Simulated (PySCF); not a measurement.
Ga(Me)(OH)2 (CH5GaO2), SMILES [CH3][Ga]([OH])[OH].

Geometry optimised at PBE-D3(BJ)/def2-SVP. The structure was generated by enumeration; whether it is a known compound was not checked. The values are those of a single conformer.

Computed with PBE-D3(BJ)/def2-SVP (PySCF 2.14.0).

Frequencies are harmonic and unscaled.

A small imaginary wavenumber (i) marks a very flat motion, where grid noise or a shallow saddle decides the sign.

Computed harmonic wavenumbers and intensities:
| mode | ν (cm⁻¹) | IR (km/mol) | moving atoms (share of kinetic energy) |
|---|---|---|---|
| 1 | 26i | 0.0 | H 96 % |
| 2 | 146 | 3.1 | C 31 %, O 29 %, H 25 %, Ga 16 % |
| 3 | 163 | 9.1 | Ga 39 %, O 35 %, H 15 %, C 12 % |
| 4 | 187 | 20.6 | O 70 %, H 14 %, Ga 14 % |
| 5 | 311 | 114.2 | H 92 % |
| 6 | 392 | 83.3 | H 90 %, O 10 % |
| 7 | 551 | 1.9 | C 61 %, H 17 %, O 16 % |
| 8 | 668 | 67.7 | O 71 %, Ga 21 % |
| 9 | 685 | 73.5 | O 75 %, Ga 20 % |
| 10 | 703 | 19.8 | H 81 %, C 17 % |
| 11 | 710 | 56.2 | H 83 %, C 14 % |
| 12 | 793 | 63.7 | H 87 % |
| 13 | 825 | 110.0 | H 89 %, O 8 % |
| 14 | 1169 | 4.6 | H 81 %, C 19 % |
| 15 | 1378 | 1.6 | H 96 % |
| 16 | 1384 | 3.2 | H 95 % |
| 17 | 2988 | 2.0 | H 97 % |
| 18 | 3092 | 1.7 | H 91 %, C 9 % |
| 19 | 3106 | 1.1 | H 90 %, C 10 % |
| 20 | 3730 | 46.4 | H 94 % |
| 21 | 3742 | 38.4 | H 94 % |
